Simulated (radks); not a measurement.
Question: Valence configurations of Al (all share [Ne]). All-electron calculation, Dirac Kohn-Sham, LDA (Slater exchange, Perdew-Wang correlation), spin-unpolarised, spherical densities, point nucleus; open shells are shared between the two j in proportion to 2j + 1. Program: a radial shooting solver on a logarithmic mesh with Libxc functionals. Order these by energy: 3s1 3p2; 3s2 3p1; 3s0.5 3p2.5; 3p3; 3s1.5 3p1.5.

Answer: From the lowest, in eV above it: 3s2 3p1 0.000; 3s1.5 3p1.5 2.551; 3s1 3p2 5.155; 3s0.5 3p2.5 7.807; 3p3 10.505. NIST lists [Ne] 3s2 3p1 as the ground configuration; this level of theory agrees among the configurations tried. The energies are those of spherical spin-averaged densities, not of single terms.
